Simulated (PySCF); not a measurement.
C7H7F2 (doublet state).
Structure used (GFN2-xTB), in Å, numbered top down from 1:
```xyz
16
C7H7F2 angstrom
C     -1.9100   -1.9598   -0.6666
C     -1.3821   -0.7866   -0.6050
C     -0.4409   -0.2954    0.4880
F     -0.2227   -1.2869    1.4169
C     -0.8084    1.0774    1.1265
C      0.4670    1.5734    0.5007
C      0.8193    0.3885   -0.0049
C      1.9461   -0.1333   -0.8207
F      1.6195   -0.1129   -2.1631
H     -1.9167   -2.8717   -0.1186
H     -1.5548   -0.0267   -1.3566
H     -0.8074    1.0488    2.2142
H     -1.7318    1.5287    0.7687
H      0.9114    2.5509    0.4861
H      2.1654   -1.1766   -0.5703
H      2.8384    0.4911   -0.7068
```

The hyperfine couplings belong to this conformer and change with its torsions.

The species is `[H]/[C]=C\[C@]1(F)CC=C1CF` [radical].

Computed with UKS B3LYP, pcH-1 on C F H, non-relativistic, mean-field spin-orbit, GIAO in PySCF. Isolated species at its GFN2-xTB geometry (one conformer only). Couplings are sensitive to structure, and on GFN2-xTB geometries they can be far from those on DFT ones. No stability test was run, so a lower SCF solution isn't excluded.

Principal values of hyperfine tensors in MHz (contact and dipolar terms together), for some of the nuclei:

```tsv
atom	isotope	A1	A2	A3
C1	13C	230.03	251.82	455.11
H11	1H	110.90	111.76	128.57
C3	13C	70.46	70.70	97.36
H10	1H	2.96	28.42	75.68
F4	19F	4.95	11.43	17.28
C5	13C	-6.83	-6.70	-5.60
C7	13C	-7.10	-5.56	-4.47
C6	13C	2.92	3.58	6.30
```

(1) Give the isotropic coupling of each nucleus in MHz and in mT (g = 2.0023), and the anisotropic part.

(2) What spin density at the nucleus of F4 lies behind its contact coupling (g_N = 5.25774)?

(3) C2 (13C, g_N = 1.40482) isn't in the table. Its spin density at the nucleus is -0.01221 bohr⁻³. What is its contact coupling?

(4) Name the largest traceless tensor T of the table and describe it.

(5) What first-order splitting does C1 cause when the field lies along A1, A2 or A3 of its tensor (g taken as isotropic, no quadrupole term)?

## Answers

(1) a_iso is a third of the trace, T = A − a_iso, and a(mT) = a(MHz)/(g × 13.996).

| atom | a_iso (MHz) | a_iso (mT) | T1 | T2 | T3 |
| --- | --- | --- | --- | --- | --- |
| C1 | 312.32 | 11.145 | -82.29 | -60.50 | 142.79 |
| H11 | 117.07 | 4.178 | -6.18 | -5.32 | 11.49 |
| C3 | 79.51 | 2.837 | -9.05 | -8.80 | 17.85 |
| H10 | 35.69 | 1.273 | -32.73 | -7.27 | 40.00 |
| F4 | 11.22 | 0.400 | -6.27 | 0.21 | 6.06 |
| C5 | -6.38 | -0.228 | -0.45 | -0.32 | 0.77 |
| C7 | -5.71 | -0.204 | -1.39 | 0.15 | 1.24 |
| C6 | 4.27 | 0.152 | -1.35 | -0.68 | 2.03 |

(2) a_FC = 800.24 MHz bohr³ × g_N × ρ(0)/(2S). With a_FC = 11.22 MHz and 2S = 1, ρ(0) = 0.002667 bohr⁻³.

(3) By the same relation, a_FC = -13.73 MHz. Its full tensor has the principal values -32.49, -11.51, 2.82 MHz.

(4) C1: -82.3, -60.5, 142.8 MHz, rhombic: the two smaller values differ by 15 % of the largest.

(5) 2 lines (I = 1/2), spaced by |A_i|/(g × 13.996): 8.21, 8.99, 16.24 mT along the axes of A1, A2 and A3.

On Arm Neoverse N1, one thread (shared host), this took 2.3 min wall.
